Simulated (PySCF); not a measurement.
Ionisation energy of In¹⁷⁺ by level of theory

In¹⁷⁺ [Ar] 3d10 4s2 4p2 [4p1/2^2, M_J = 0] → In¹⁸⁺ [Ar] 3d10 4s2 4p1 [4p1/2^1, M_J = 1/2], as a difference of total energies. Calculation: PySCF 2.14, in an uncontracted even-tempered set (18 s from 0.94 bohr⁻², ratio 2.8; 14 p from 1.2 bohr⁻², ratio 2.8; 9 d from 2.2 bohr⁻², ratio 2.8; 4 f from 6.7 bohr⁻², ratio 3); the two-component X2C-1e Hamiltonian. Correlated levels: [Ne] frozen; the 92 highest virtual spinors dropped. "Screened" scales the spin-orbit matrix elements by Boettger's factors to mimic the two-electron term; Breit and QED terms are absent.

| method | ionisation energy (eV) |
| --- | --- |
| GHF (screened spin-orbit) | 460.12 |
| GMP2 (screened spin-orbit) | 461.71 |

How much does correlation contribute at GMP2 (screened spin-orbit)?

461.71 − (460.12) = 1.59 eV, measured against GHF (screened spin-orbit).

Breit and QED terms and the two-electron picture change are absent.

The labels give the starting determinants; with spin-orbit coupling the two ends relaxed to ⟨J²⟩ = 0.00, ⟨L²⟩ = 1.34, ⟨S²⟩ = 1.34 and ⟨J²⟩ = 0.75, ⟨L²⟩ = 2.02, ⟨S²⟩ = 0.76.

For comparison: 462 ± 3 eV (theoretical estimate listed by NIST; NIST Atomic Spectra Database, ionization energies).
